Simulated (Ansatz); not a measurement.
`[F][Al]([SH])[SH]` and `[F][In]([SH])[SH]` differ in one element.

Ansatz, PBE0-D4/def2-TZVP geometries, multiplicity 1. Each molecule was computed in one conformer, which needn't be the lowest.

Elements past krypton have def2 core potentials.

```tsv
property	`[F][Al]([SH])[SH]`
LUMO energy (PBE/def2-TZVPP) / eV	-1.65
HOMO energy (ωB97M-V/def2-TZVPP) / eV	-10.04
HOMO energy (B3LYP/def2-TZVPP) / eV	-7.62
HOMO energy (PBE0/def2-TZVPP) / eV	-7.89
zero-point energy (PBE0-D4/def2-TZVP) / kJ/mol	57.0
LUMO energy (PBE0/def2-TZVPP) / eV	-0.82
```

What does the change do to each property? (Best estimate.)

Ansatz gave: 
```tsv
property	`[F][In]([SH])[SH]`	shift
LUMO energy (PBE/def2-TZVPP) / eV	-2.96	-1.31
HOMO energy (ωB97M-V/def2-TZVPP) / eV	-10.09	-0.05
HOMO energy (B3LYP/def2-TZVPP) / eV	-7.67	-0.05
HOMO energy (PBE0/def2-TZVPP) / eV	-7.93	-0.04
zero-point energy (PBE0-D4/def2-TZVP) / kJ/mol	53.0	-4.0
LUMO energy (PBE0/def2-TZVPP) / eV	-2.11	-1.29
```

B3LYP here is the variant with VWN-RPA as its local correlation; programs differ in this.
